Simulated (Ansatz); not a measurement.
Species: sum formula H7Si3O2 (charge 0, doublet). It need not be the lowest isomer of its formula. SMILES: [SiH](O[SiH3])O[SiH3]
Structure (B3LYP-D3(BJ)/def2-TZVP (Ansatz, a quantum-chemistry and plane-wave program) minimum search):
```xyz
12

Si     0.0305    -1.3018     0.6623
O      1.3760    -0.5200     0.1474
Si     2.0998     0.9204    -0.1733
O     -1.3080    -0.6394    -0.0106
Si    -2.1573     0.7101    -0.4077
H      0.1237    -2.7059     0.1681
H      2.4265     0.9881    -1.6140
H      1.1862     2.0339     0.1763
H      3.3385     1.0285     0.6264
H     -2.3271     1.5726     0.7838
H     -1.4333     1.4660    -1.4551
H     -3.4797     0.2919    -0.9168
```
Charge 0, spin multiplicity 2.

Wanted: atomisation energy (electronic, to ground-state atoms), in kJ/mol. Correlated levels leave the core frozen unless marked. Open shells are spin-unrestricted. No spin-orbit coupling. Non-relativistic unless marked X2C. The coupled-cluster limit lacks core correlation, which all-electron functionals hold. CBS(X,Y): correlation extrapolated as X^-3; Hartree-Fock from the larger set.

```tsv
level	program	atomisation energy (kJ/mol)
r2SCAN-D3(BJ)/def2-TZVPD	Ansatz + dftd3	4088.0
B97M-V/def2-TZVPD	Ansatz	4084.7
B3LYP-D3(BJ)/def2-TZVPD	Ansatz + dftd3	4080.6
HSE06-D3(BJ)/def2-TZVPD	Ansatz + dftd3	4006.6
LC-wPBE/def2-TZVPD	Ansatz	4028.8
MP2/cc-pV(D+d)Z	Ansatz	3732.9
CCSD/6-31G*	Ansatz	3549.5
X2C-CCSD(T)/cc-pVTZ-DK	Ansatz	3927.0
CCSD(T) with core electrons (1s frozen past Ne)/cc-pwCVTZ	Ansatz	3991.6
CCSD(T)/CBS(cc-pV(T+d)Z,cc-pV(Q+d)Z)	Ansatz	4109.6
```
